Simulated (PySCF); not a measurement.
Isomers of C6H7Cl, one conformer each; single-point electronic energies without zero-point terms and without any empirical dispersion term.

Level: CAM-B3LYP/def2-SVPD in PySCF, non-relativistic, each on one gas-phase PBE0-D3(BJ)/def2-SVP geometry that isn't relaxed in the solvent. The solvent is an IEF-PCM continuum (van der Waals radii × 1.2). Only the electrostatic response of the medium enters.

| isomer | relative energy, gas (kcal/mol) | dipole (D) |
| --- | --- | --- |
| `ClC1=CC[C@@H]2C[C@H]12` | 0.0 | 2.04 |
| `C#CCC(=C)CCl` | 29.7 | 1.79 |

Q: How do the relative energies look in dichloromethane (ε = 8.93)?

A: 
```tsv
isomer	relative energy, solvent (kcal/mol)	E(solvent) − E(gas) (kcal/mol)	dipole in solvent (D)
`ClC1=CC[C@@H]2C[C@H]12`	0.0	-2.1	2.64
`C#CCC(=C)CCl`	27.3	-4.5	2.34
```

The order is unchanged. Conformers: `[CH:1]#[C:2][CH2:3][C:4](=[CH2:5])[CH2:6][Cl:7]` with C2–C3–C4–C5 118°, C3–C4–C6–Cl7 -63°. `C#CCC(=C)CCl` gains most from the continuum, while `ClC1=CC[C@@H]2C[C@H]12` has the largest gas-phase dipole. The gains span 2.4 kcal/mol, the gas-phase energies 29.7 kcal/mol.
